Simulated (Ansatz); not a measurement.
Ideal-gas functions of `[SiH3][O][SnH2]` radical at 400 K and 1 bar, from an Ansatz frequency run at PBE0-D4/def2-TZVP.

Molar mass 167.84 g/mol, point group C1 (symmetry number 1), electronic degeneracy 2, moments of inertia 16.856, 312.337, 320.017 u Å². Harmonic wavenumbers (cm⁻¹, unscaled): 42, 66, 99, 446, 508, 569, 676, 721, 734, 951, 958, 984, 999, 1812, 1869, 2187, 2208, 2222.

Use S(trans) = R[1.5 ln M + 2.5 ln T − 1.1517]; rotational temperatures θ = 24.2544 K / I; S(rot) = R[ln(√π/σ · √(T³/θAθBθC)) + 1.5]; for each mode x = 1.438777 ν̃/T, S = R[x/(eˣ − 1) − ln(1 − e⁻ˣ)] and H = RT x/(eˣ − 1); 1 cm⁻¹ = 0.0119627 kJ/mol; R = 8.31446 J/(mol·K).

**Question.** By hand: the entropy, in J/(mol·K).

**Answer.** Translation 178.9. Rotation: θ = 1.4389, 0.0777, 0.0758 K, giving 111.8. Vibration, mode by mode: 24.04, 20.29, 16.94, 5.22, 4.37, 3.67, 2.71, 2.39, 2.30, 1.24, 1.21, 1.12, 1.08, 0.09, 0.08, 0.03, 0.03, 0.03, in all 86.8. Electronic 5.8. Sum 383.3 J/(mol·K).

**Question.** By hand: H − E and G − E in kJ/mol, counted from the electronic energy.

**Answer.** Zero-point energy ½ × 18051 × 0.0119627 = 108.0; thermal vibration 16.0; translation, rotation and pV give 4 RT = 13.3. H − E = 137.3 kJ/mol, and G − E = 137.3 − 400 × 383.3/1000 = -16.0 kJ/mol.

Vibration gives 23 % of the entropy, 61.3 J/(mol·K) of it from the modes under 150 cm⁻¹: soft modes count most, and the harmonic formula is weakest for them. The sum counts one conformer and one mirror image; others add a mixing term.
